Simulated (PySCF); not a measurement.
A GIAO shielding run with PySCF 2.14 (density fitting, non-relativistic, gas phase) on `N[Si@](CC=C)(C[SiH3])O[SiH3]`, C4H15NOSi3:

```
$ OMP_NUM_THREADS=1 python probes_run.py task.json out

{"job": {"kind": "nmr", "xc": "PBE0", "basis": "pcSseg-1"}, "charge": 0, "multiplicity": 1}
C     -2.829697    -0.513195    -1.063176
C     -2.239869    -0.953428     0.034587
C     -0.816144    -1.366900     0.123112
Si     0.224275     0.020160     0.949936
N     -0.249191     0.436009     2.558570
C      2.069519    -0.414473     0.945401
Si     2.848116    -0.589142    -0.773104
O     -0.036513     1.391997     0.119429
Si    -0.351428     2.244821    -1.216094
H     -3.857341    -0.191724    -1.071824
H     -2.305976    -0.464243    -2.003614
H     -2.792089    -0.988975     0.965928
H     -0.732081    -2.284403     0.706662
H     -0.428272    -1.569711    -0.874380
H     -0.173164    -0.251548     3.288752
H     -1.084716     0.984864     2.680027
H      2.598133     0.364334     1.492440
H      2.222427    -1.335992     1.505131
H      4.277903    -0.888843    -0.615673
H      2.232394    -1.705960    -1.500894
H      2.703143     0.642499    -1.550242
H      0.532733     3.406450    -1.131783
H     -1.765417     2.612032    -1.161166
H     -0.058476     1.435138    -2.400468
```

Hardware: 1 thread of an Intel Xeon, shared host. The job also computes population analyses, field gradients.

Task: How large is the calculation?

Result: 96 electrons, 249 basis functions and 1358 auxiliary functions.

Task: How long does it take, and how much memory does it need?

Result: 3.3 min of wall time, with 14 SCF cycles and 4 response iterations; peak memory 1.1 GiB. Times on a shared host scatter by some tens of per cent.
